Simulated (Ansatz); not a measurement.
A structure relaxed at PBE0-D4/def2-TZVP, charge 0, multiplicity 1:

| atom | x (Å) | y (Å) | z (Å) |
| --- | --- | --- | --- |
| B1 | 0.236 | -1.238 | -1.488 |
| N2 | -0.739 | -0.963 | -0.522 |
| Si3 | -0.697 | 0.240 | 0.730 |
| C4 | 0.807 | 1.306 | 0.606 |
| Cl5 | -0.715 | -0.713 | 2.561 |
| H6 | 1.243 | -0.591 | -1.507 |
| H7 | 0.048 | -2.111 | -2.285 |
| H8 | -1.569 | -1.541 | -0.543 |
| H9 | -1.957 | 1.018 | 0.687 |
| H10 | 1.718 | 0.713 | 0.698 |
| H11 | 0.792 | 2.043 | 1.412 |
| H12 | 0.832 | 1.835 | -0.349 |

Give its formula and SMILES.

CH7BClNSi, `BN[SiH](C)Cl`.

Summarise the bond lengths by kind.

1 × B–N 1.400 Å; 2 × B–H 1.197 Å; 1 × N–Si 1.737 Å; 1 × H–N 1.012 Å; 1 × C–Si 1.847 Å; 1 × Cl–Si 2.064 Å; 1 × H–Si 1.482 Å; 3 × C–H 1.091 to 1.092 Å.

Results of the Gaussian-basis code of Ansatz.
